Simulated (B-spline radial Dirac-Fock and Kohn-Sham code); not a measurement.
## Total and shell-resolved photoionisation of Zn⁵⁺

System: Zn⁵⁺, configuration [Ar] 3d7.

Calculated with a B-spline atomic structure program, using independent-particle photoionisation in a Dirac-Hartree-Slater potential with a Latter tail, all multipoles, thresholds from Dirac-Fock ΔSCF.

Computed thresholds (eV): K 9771.2, L1 1312.7, L2 1158.1, L3 1134.7, M1 246.1, M2 194.8, M3 191.5, M4 110.1, M5 109.6.

```
photon energy (eV)  total (b)  K (%)  L (%)  M (%)
               139  5.591e+06      –      –  100.0
               200  4.134e+06      –      –  100.0
               300  2.230e+06      –      –  100.0
               477     886400      –      –  100.0
               600     546900      –      –  100.0
               864     245400      –      –  100.0
              1000     175300      –      –  100.0
            8047.8       6119      –   87.0   13.0
              9930      26150   87.1   11.2    1.7
             12600      14020   87.7   10.6    1.6
           17479.3       5791   88.4   10.0    1.5
           22162.9       2994   88.8    9.7    1.5
            130000      15.83   89.5    9.0    1.4
            156000      9.091   89.5    9.0    1.4
```

Question: With what power of the photon energy does the total fall between 130000 and 156000 eV?

Answer: As E^-3.04. The non-relativistic Born limit for an s electron far above threshold is E^-3.5; near threshold and at relativistic energies the fall is slower.
